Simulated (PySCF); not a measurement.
PySCF input for HgBr₂, SMILES [Br][Hg][Br], PBE0-D3(BJ)/def2-SVP. Coordinates come from a PBE0-D3(BJ)/def2-SVP optimisation. The isomer is the one that the SMILES or the coordinates give; other isomers of the formula were not compared. The def2 effective core potentials stand for the cores of Hg; spin–orbit coupling is left out.

```python
import numpy as np
from pyscf import gto, scf, dft, df
from pyscf.hessian import thermo

mol = gto.M(
    atom='''
    Hg    0.00000000    0.00000000    0.00000000
    Br    0.00000000    0.00000000   -2.41265153
    Br    0.00000000    0.00000000    2.41265153
    ''',
    basis='def2-SVP',
    ecp={'Hg': 'def2-svp'},
    charge=0,
    spin=0,
    max_memory=1600,
    verbose=3,
)
mf = dft.RKS(mol, xc='pbe0').density_fit(auxbasis='def2-universal-jkfit')
mf.disp = 'd3bj'
mf.grids.level = 3
mf.conv_tol = 1e-11
mf.max_cycle = 100
mf.kernel()

# [left out here: the lines that compute and print the analytic Hessian (its translational invariance restored by hand, since the grid's response is missing), thermochemistry and intensities]
```

Output:

```
converged SCF energy = -5300.65305756931

WARN: DFTD3 does not support analytical Hessian, using finite difference


WARN: Mole.unit (angstrom) is changed to Bohr

Mode                                 0                   1                   2
Irrep
Freq [cm^-1]                       68.4591             68.4591            215.2148
Reduced mass [au]                 108.9778            108.9778             79.9040
Force const [Dyne/A]                0.3009              0.3009              2.1805
Char temp [K]                      98.4974             98.4974            309.6461
Normal mode                   x     y     z       x     y     z       x     y     z
       0  Hg                -0.00 -0.05  0.00    0.05 -0.00  0.00   -0.00 -0.00 -0.00
       1  Br                 0.00  0.06 -0.00   -0.06  0.00  0.00    0.00  0.00  0.08
       2  Br                 0.00  0.06  0.00   -0.06  0.00 -0.00    0.00  0.00 -0.08
Mode                                 3
Irrep
Freq [cm^-1]                      286.4606
Reduced mass [au]                 108.9778
Force const [Dyne/A]                5.2689
Char temp [K]                     412.1531
Normal mode                   x     y     z
       0  Hg                -0.00  0.00  0.05
       1  Br                 0.00 -0.00 -0.06
       2  Br                 0.00 -0.00 -0.06
temperature 298.1500 [K]
pressure 101325.00 [Pa]
Rotational constants [GHz] inf 0.54329 0.54329
Symmetry number 2
Zero-point energy (ZPE) 0.00145 [Eh]   3819.638 [J/mol]
                           tot       elec      trans        rot        vib
Entropy [J/mol/K]       312.154      0.000    182.169     80.245     49.740
Cv [J/mol/K]             51.978      0.000     12.472      8.314     31.192
Cp [J/mol/K]             60.293      0.000     20.786      8.314     31.192
Internal energy [J/mol]                      3718.434   2478.956  10562.482
Internal energy [Eh]   -5300.64667  -5300.65306
Enthalpy [J/mol]                             6197.391   2478.956  10562.482
Enthalpy [Eh]          -5300.64573
Gibbs free energy [J/mol]                  -48116.397 -21446.140  -4267.472
Gibbs free energy [Eh] -5300.68118
static polarisability / bohr^3: [[ 38.401  -0.      0.   ]
 [ -0.     38.401   0.   ]
 [  0.      0.    110.691]]
largest difference of analytic and finite-field dipole derivatives / e: 0.0018490410236027266
mode   freq/cm-1   IR/(km/mol)   Raman/(A^4/amu)   depolarisation
   1       68.46         2.032             0.000            0.568
   2       68.46         2.032             0.000            0.430
   3      215.21         0.000            23.388            0.291
   4      286.46        27.574             0.000            0.552
max |gradient| / (hartree/bohr): 1.1557240614623967e-06
APT charges: [ 0.8157 -0.4079 -0.4079]
```

Self-consistency was reached.

Cost: about 2.0 core-minutes (a rough figure).
